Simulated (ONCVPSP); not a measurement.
# oxygen: excitation energies, all-electron against ONCV

| Quantity | Value |
| --- | --- |
| Element | O (Z = 8) |
| Generator | ONCVPSP 4.0.1 |
| Type | optimised norm-conserving Vanderbilt (ONCV) |
| Functional | PBE |
| Relativity | scalar-relativistic |
| Frozen core | [He] |
| Valence charge | 6 |
| Reference configuration | 2s2 2p4 |
| Partial waves | 2s: rc 0.90 bohr, ncon 3, nbas 6, qcut 8.6 1/bohr, 1 projector; 2p: rc 1.85 bohr, ncon 3, nbas 6, qcut 8.3 1/bohr, 2 projectors, debl 3.6 Ha |
| Local potential | polynomial inside 0.80 bohr (lpopt 5, dvloc0 0 Ha) |
| Core correction | Teter function, parameters optimised by the program |

Energies are relative to the spin-unpolarised reference configuration 2s2 2p4; without spin polarisation the order of configurations can differ from experiment.

```tsv
valence configuration	charge	ΔE all-electron (eV)	error AE − PS (meV)
2s2 2p3	+1	16.431	+24
2s2 2p1	+3	103.885	+1600
2s2 2p0	+4	180.790	+4463
```

Question: What are ΔE and the potential's error for 2s2 2p2?

Answer: ΔE = 50.017 eV all-electron; the error (AE − PS) is +376 meV.

Levels in the configuration 2s2 2p1:

```csv
level,all-electron (eV),pseudo (eV)
2s,-79.490,-78.778
2p,-64.957,-63.060
```
